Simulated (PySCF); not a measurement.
**Calculated properties of `FC(F)(F)[C](F)(F)[GeH3]`**

Compound: C2H3F5Ge.
Cartesian coordinates in Å at the PBE0-D3(BJ)/def2-SVP level; atoms count from 1:
```
atom  x, y, z in Å
F1    -0.921   -1.517    1.019
C2    -1.317   -0.576    0.166
F3    -2.529   -0.172    0.515
F4    -1.378   -1.110   -1.051
C5    -0.316    0.583    0.174
F6    -0.778    1.515   -0.692
F7    -0.335    1.120    1.416
Ge8    1.569    0.105   -0.312
H9     1.579   -0.477   -1.729
H10    2.330    1.433   -0.245
H11    2.102   -0.900    0.713
```

Among its groups: CF3 group and C–F bond.

**PBE0-D3(BJ)/def2-SVP geometry optimisation, gas phase (PySCF)**

```
Point group                  : Cs
Rotational constants A, B, C : 2.187, 0.979, 0.900 GHz
```

From CAM-B3LYP/def2-SVPD ground state and vertical TDDFT (core frozen in the response) (PySCF):

```
Dipole moment                                                     : 2.38 D
HOMO energy                                                       : -10.80 eV
LUMO energy                                                       : 0.70 eV
HOMO–LUMO gap                                                     : 11.50 eV
Lowest singlet excitation                                         : 8.52 eV (145 nm, f = 0.066)
Strongest line among the 6 lowest singlet transitions             : S6 at 9.20 eV (135 nm, f = 0.141)
Static isotropic polarisability                                   : 59.7 au
Electronic spatial extent ⟨r²⟩ about the centre of nuclear charge : 1244 bohr²
```

Monoisotopic mass (most abundant isotopes): 195.9367 u.

The 6 singlets span 8.52 to 9.20 eV, and their oscillator strengths add up to 0.40. In atomic units the dipole is 0.93 e·bohr (1 au = 2.5417 D). The polarisability is 8.84 Å³ as a volume (1 au = 0.148185 Å³), or 0.65 au for each of the 92 electrons. The principal polarisabilities are 56.5, 56.9 and 65.6 au; their mean is the isotropic value.

The calculation is non-relativistic and has no spin–orbit coupling, an omission that weighs most on germanium.
